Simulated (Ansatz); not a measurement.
`[Br][Ag]` + H–F → `[F][Ag]` + HBr at 700 K and 1 bar (ligand exchange at the Ag–Br bond).

Isolated molecules relaxed with PBE0-D4/def2-TZVP in Ansatz; ΔE leaves out vibrations. CCSD(T)/CBS adds triple-zeta CCSD(T) − MP2 to the extrapolated MP2 energy (def2 sets, frozen cores). This one scheme is used for every species. def2 core potentials past Kr. For Ag, Br outer-core shells are correlated without core-valence functions, which leaves a few kJ/mol of doubt a bond. Scalar relativity is left out up to krypton.

| species | CCSD(T)/CBS energy (Eh) | H − E (kJ/mol) | S (J/(mol·K)) |
| --- | --- | --- | --- |
| `[Br][Ag]` | -2720.28144 | 26.3 | 288.8 |
| H–F | -100.39570 | 45.2 | 198.5 |
| `[F][Ag]` | -246.69940 | 26.7 | 266.3 |
| HBr | -2573.91920 | 36.5 | 223.7 |

H − E and S are ideal-gas, rigid-rotor, harmonic terms from PBE0-D4/def2-TZVP. 1 Eh = 2625.50 kJ/mol, R = 8.31446 J/(mol·K).

Question: By hand: ΔE, ΔH, ΔS and ΔG.

Answer: ΔE = (-246.69940) + (-2573.91920) − (-2720.28144) − (-100.39570) = 0.05854 Eh = 153.7 kJ/mol. Δ(H − E) = 26.7 + 36.5 − 26.3 − 45.2 = -8.3, so ΔH = 145.4 kJ/mol. ΔS = 266.3 + 223.7 − 288.8 − 198.5 = 2.7 J/(mol·K). ΔG = 145.4 − 700 × (2.7)/1000 = 143.5 kJ/mol.

Question: By hand: the equilibrium constant, and the temperature at which ΔG would vanish if ΔH and ΔS stayed fixed.

Answer: log₁₀ K = −ΔG/(RT ln 10) = -10.7. ΔG = 0 at ΔH/ΔS = 53852 K, far beyond where these terms or the molecules hold.

The number of gas molecules stays the same, so ΔS is small and ΔH decides. A doubt of 5 kJ/mol in ΔE shifts log₁₀ K by 0.4 here. These are equilibria of isolated gas molecules and say nothing of rates. Largest T1 diagnostic: 0.023 (customary marks: 0.02 for closed shells, 0.045 for open ones).
